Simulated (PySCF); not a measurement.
2-selenophen-2-ylthiophene (C8H6SSe), SMILES c1csc(-c2ccc[se]2)c1.

The structure is a stationary point at PBE0-D3(BJ)/def2-SVP. The values are those of a single conformer.

Two levels are set side by side: TDDFT-PBE/def2-SVP (PySCF) and TDDFT-LC-ωPBE/def2-SVP (PySCF). Vertical, same geometry. The lowest singlet is HOMO→LUMO 98 % with PBE and HOMO→LUMO 94 % with the other functional; states are paired by order. Differences are taken from unrounded values.

| quantity | TDDFT-LC-ωPBE |
|---|---|
| lowest singlet excitation (eV) | 4.34 |
| lowest triplet excitation (TDA) (eV) | 2.62 |
| first bright state (f over 0.05) (eV) | 4.34 |
| its oscillator strength | 0.40 |

Problem. What does TDDFT-PBE give, and how far is it from TDDFT-LC-ωPBE? (The exact figures need the calculation; the answer reports its results.)

Solution. 
```json
[
 {"quantity": "lowest singlet excitation (eV)", "TDDFT-PBE": "3.77", "TDDFT-PBE minus TDDFT-LC-ωPBE": "-0.56"},
 {"quantity": "lowest triplet excitation (TDA) (eV)", "TDDFT-PBE": "2.51", "TDDFT-PBE minus TDDFT-LC-ωPBE": "-0.11"},
 {"quantity": "first bright state (f over 0.05) (eV)", "TDDFT-PBE": "3.77", "TDDFT-PBE minus TDDFT-LC-ωPBE": "-0.56"},
 {"quantity": "its oscillator strength", "TDDFT-PBE": "0.40", "TDDFT-PBE minus TDDFT-LC-ωPBE": "0.00"}
]
```

Functionals without exact exchange tend to place singlet excitations lower, as here. Differences between two approximate levels are no errors against the true value.

Rough cost on one machine, each run with all the roots and properties that it gave: TDDFT-LC-ωPBE against TDDFT-PBE about 5 times.
